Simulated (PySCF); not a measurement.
Correlation energy of Rb (rubidium, neutral)

[Kr] 5s1, 2S determinant. Computed with PySCF 2.14 in ANO-RCC-VTZP (7s6p3d1f, 47 functions), with scalar relativity by spin-free X2C-1e. Frozen: [Ar] 3d10; 9 electrons correlated.

```csv
level,correlation energy (mhartree)
CCSD,-199.73
(T),-5.50
CCSD(T),-205.23
CCSDT,-205.58
```

Diagnostics: T1 = 0.016, D1 = 0.0691, largest double amplitude 0.039.

Q: Is a single reference adequate?

A: Yes, within this model without spin-orbit coupling: T1 lies below 0.03 and no double amplitude reaches 0.07.
